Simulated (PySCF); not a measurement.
Species: C₄H₁₂OSi.
SMILES: `CC(C)(C)O[SiH3]`

Torsions of this conformer, `[CH3:1][C:2]([CH3:3])([CH3:4])[O:5][SiH3:6]`: C1–C2–O5–Si6 -54°.

The closed-shell ground state was solved at several levels (PySCF, density fitting, gas phase, non-relativistic). Isolated species at its PBE0-D3(BJ)/def2-SVP geometry, gas phase.

```tsv
level	basis functions	HOMO (eV)	LUMO (eV)	gap (eV)	dipole (D)
PBE0/pcSseg-1	169	-7.94	0.64	8.58	1.33
KT2/pcSseg-1	169	-6.56	-0.40	6.16	1.25
```

Task: What might PBE0/def2-SVPD (223 basis functions) give for the same quantities?

Result: HOMO -7.97 eV, LUMO 0.34 eV, gap 8.31 eV, dipole 1.32 D.

Task: Over all these levels, which gives the widest orbital gap and which the narrowest?

Result: PBE0/pcSseg-1 (global hybrid, 25 % exact exchange) has the widest, 8.58 eV, and KT2/pcSseg-1 (GGA) the narrowest, 6.16 eV. The two share the basis. From the narrowest to the widest the HOMO moves by -1.38 eV and the LUMO by +1.04 eV.

Task: How far do the dipole and the HOMO energy spread over the levels?

Result: The dipole runs from 1.25 to 1.33 D (mean 1.30 D) and the HOMO from -7.97 to -6.56 eV.
